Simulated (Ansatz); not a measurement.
Cost and result for the atomization energy of C₂H₇BO₂S (`COB(S)OC`) (13 atoms, 12 bonds).

```xyz
13

C     1.4461    0.6786   -1.7481
O     0.2871    0.9118   -0.9922
B    -0.1471    0.1216    0.0192
S     0.6890   -1.4076    0.6030
O    -1.2905    0.5173    0.6279
C    -1.8670   -0.1987    1.6956
H     2.3438    0.6864   -1.1208
H     1.5296    1.4821   -2.4800
H     1.3913   -0.2747   -2.2846
H     1.7119   -1.3779   -0.2620
H    -1.1885   -0.2495    2.5529
H    -2.7731    0.3276    1.9945
H    -2.1327   -1.2170    1.3946
```

Total charge 0; spin multiplicity 1. The structure was optimised at the PBE0-D4/def2-TZVP level. It is one conformer, not always the lowest. Program: Ansatz. All runs use 2 threads of an AMD EPYC 7R13 on a shared host and a share of an NVIDIA H100 80 GB. Times are those of one run each, without the atoms' runs, and a repeat can differ threefold. Electronic energies, without spin–orbit coupling; frozen cores. CCSD(T)/CBS adds CCSD(T) − MP2 in def2-TZVPP to the MP2 limit, and its time is that of the two runs behind it. T1 = 0.012. B3LYP takes the VWN-RPA correlation (the form of Gaussian; ORCA's B3LYP/G).

CCSD(T)/CBS is a level of theory with its own doubt, some kJ/mol a heavy atom from the limit and from the frozen cores, so smaller differences don't rank the functionals.

| level | functions | wall time |
| --- | --- | --- |
| PBE0-D4/def2-TZVPP | 295 | 2.5 s |
| PBE-D4/def2-TZVPP (with forces) | 295 | 2.6 s |
| B2PLYP/def2-TZVPP | 295 | 2.8 s |
| ωB97X-V/def2-TZVPP | 295 | 3 s |
| B3LYP-D4/def2-TZVPP (with forces) | 295 | 3 s |
| r2SCAN-D4/def2-TZVPP (with forces) | 295 | 3.3 s |
| MP2/def2-QZVPP | 565 | 3.8 s |
| ωB97M-V/def2-TZVPP (with forces) | 295 | 4.1 s |
| CCSD(T)/def2-TZVPP | 295 | 5.5 s |
| CCSD(T)/CBS(def2) | – | 9.4 s |

Problem. What atomization energy does each give, and how far from CCSD(T)/CBS? (Best estimate.)

Solution. Ansatz gave: 
```json
{"level": "PBE0-D4/def2-TZVPP", "atomization (kJ/mol)": "5169.1", "difference from CCSD(T)/CBS": "20.9", "per bond": "1.7"}
{"level": "PBE-D4/def2-TZVPP (with forces)", "atomization (kJ/mol)": "5272.3", "difference from CCSD(T)/CBS": "124.1", "per bond": "10.3"}
{"level": "B2PLYP/def2-TZVPP", "atomization (kJ/mol)": "5101.7", "difference from CCSD(T)/CBS": "-46.5", "per bond": "-3.9"}
{"level": "ωB97X-V/def2-TZVPP", "atomization (kJ/mol)": "5163.9", "difference from CCSD(T)/CBS": "15.7", "per bond": "1.3"}
{"level": "B3LYP-D4/def2-TZVPP (with forces)", "atomization (kJ/mol)": "5152.6", "difference from CCSD(T)/CBS": "4.4", "per bond": "0.4"}
{"level": "r2SCAN-D4/def2-TZVPP (with forces)", "atomization (kJ/mol)": "5182.8", "difference from CCSD(T)/CBS": "34.6", "per bond": "2.9"}
{"level": "MP2/def2-QZVPP", "atomization (kJ/mol)": "5201.3", "difference from CCSD(T)/CBS": "53.1", "per bond": "4.4"}
{"level": "ωB97M-V/def2-TZVPP (with forces)", "atomization (kJ/mol)": "5178.9", "difference from CCSD(T)/CBS": "30.7", "per bond": "2.6"}
{"level": "CCSD(T)/def2-TZVPP", "atomization (kJ/mol)": "5020.1", "difference from CCSD(T)/CBS": "-128.1", "per bond": "-10.7"}
{"level": "CCSD(T)/CBS(def2)", "atomization (kJ/mol)": "5148.2", "difference from CCSD(T)/CBS": "0.0", "per bond": "0.0"}
```

In def2-TZVPP, CCSD(T) changes the Hartree–Fock value by +1253.1 kJ/mol (the triples alone add +78.6 kJ/mol) and MP2 by +1358.8 kJ/mol; breaking electron pairs costs correlation energy, which Hartree–Fock lacks. The D4 term adds +43.1 kJ/mol with B3LYP and +22.7 kJ/mol with PBE0; it sums over pairs of atoms, weighted by their polarisabilities, and B3LYP, whose exchange is more repulsive, gets the larger term. From PBE to PBE0 (25 % exact exchange), in def2-TZVPP and without D4, the atomization energy moves by −99.0 kJ/mol: exact exchange takes away binding that semilocal exchange gives to molecules.
